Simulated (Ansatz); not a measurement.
Reaction (germylene formation by 1,1-elimination): `[AlH2][CH2][GeH3]` → `[CH3][AlH2]` + `[GeH2]`

Program: Ansatz. Geometries: PBE0-D4/def2-TZVP. ΔE: electronic, gas phase. CCSD(T)/CBS is the MP2 limit (def2-TZVPP, def2-QZVPP) plus CCSD(T) − MP2 in def2-TZVPP, frozen cores. This one scheme is used for every species. DFT in def2-TZVPP. HSE06 is defined as in plane-wave codes. For Ge outer-core shells are correlated without core-valence functions, which leaves a few kJ/mol of doubt a bond. Scalar relativity is left out up to krypton.

Q: Is it downhill or uphill in electronic energy at CCSD(T)/CBS, and by how much? (An estimate is asked.)

A: Ansatz gave: Uphill: ΔE = +1.75 eV.

Q: What do these levels give: B97M-V, r2SCAN0-D4, HSE06-D4, CAM-B3LYP-D4, B2PLYP, PBE0, CAM-B3LYP, HF/def2-SVP, CCSD(T)/def2-SVP, MP2/def2-TZVPP, SCS-MP2/def2-QZVPP, CCSD/CBS(def2)? (Best estimate.)

A: Computed: B97M-V 1.73, r2SCAN0-D4 1.86, HSE06-D4 1.77, CAM-B3LYP-D4 1.62, B2PLYP 1.60, PBE0 1.70, CAM-B3LYP 1.55, HF/def2-SVP 1.43, CCSD(T)/def2-SVP 1.65, MP2/def2-TZVPP 1.96, SCS-MP2/def2-QZVPP 1.78, CCSD/CBS(def2) 1.68 eV.

Largest T1 diagnostic among the species: 0.012.

From BLYP to BHLYP (50 % exact exchange), in def2-TZVPP and without D4, ΔE moves by +0.30 eV. Leaving LDA and LC-ωPBE aside and taking each functional with its dispersion term where it has one, the values, not all of them listed here, spread over 0.53 eV, from BLYP-D4 to PBE-QIDH. LDA lies +0.46 eV from PBE without D4.
